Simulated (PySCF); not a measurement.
## CH7AlO3Si2

The system: CH7AlO3Si2, a silylene (divalent Si1, bonded to 1 C + 1 O); neutral, singlet. The structure, one conformer, was relaxed in the gas phase by PBE0-D3(BJ)/def2-SVP. No frequency run checks that it is a minimum.

SMILES: [OH][Al]([OH])[O][Si]C[SiH3]

```xyz
14

Si    0.896    0.634    2.198
C    -0.522   -0.688    1.974
Si   -1.412   -0.614    0.342
O     1.279    0.917    0.623
Al    1.012    0.767   -1.076
O     2.000   -0.222   -2.045
O     0.097    2.000   -1.803
H    -0.021   -1.673    2.071
H    -1.228   -0.625    2.820
H    -2.179    0.650    0.167
H    -0.380   -0.644   -0.784
H    -2.275   -1.786    0.007
H     2.630   -0.870   -1.731
H     0.097    2.140   -2.751
```
Atom numbers follow the order of the file, from 1.

Shieldings: GIAO PBE0/pcSseg-1. Shifts are against computed references at the same level: C TMS (σ 184.4 ppm), H TMS (σ 31.27 ppm), Si TMS (σ 352.0 ppm). Core levels by delta-SCF with SCAN, pcX-2 on the ionised atom and pcseg-1 elsewhere, spin-free X2C (2p3/2 is the spin-free 2p value less a third of a first-order spin-orbit splitting); from the vacuum level, for chosen atoms.

**Question.** Give the NMR and core-level values of the distinct atoms.

**Answer.** 
```
      atoms    bonded to  σ (ppm)  δ (ppm)  core level (eV)
        Si1    1 C + 1 O     22.5    329.4     2p3/2 107.30
         C2   2 Si + 2 H    157.6     26.8        1s 289.82
        Si3    1 C + 3 H    417.3    -65.3     2p3/2 107.14
         O4  1 Al + 1 Si     46.7        -        1s 537.26
        Al5          3 O    491.4        -      2p3/2 80.45
         O6   1 Al + 1 H    313.5        -                -
         O7   1 Al + 1 H    323.0        -                -
         H8          1 C    31.73    -0.46                -
         H9          1 C    30.06     1.21                -
H10 H11 H12         1 Si    27.32     3.95                -
        H13          1 O    29.98     1.29                -
        H14          1 O    30.15     1.12                -
```

Values are those of this one static structure, with the three H of a rotating XH3 group averaged; atoms that internal rotation interchanges would show their mean in an NMR spectrum.

**Question.** By CAM-B3LYP/def2-SVPD (TDDFT singlets, Tamm-Dancoff triplets, ionisation by delta-SCF), where does absorption start, and what does vertical ionisation take?

**Answer.** The lowest singlet lies at 3.36 eV (f 0.031), the strongest of the first 6 at 6.22 eV (f 0.108), the lowest triplet at 2.00 eV; vertical ionisation takes 8.34 eV.
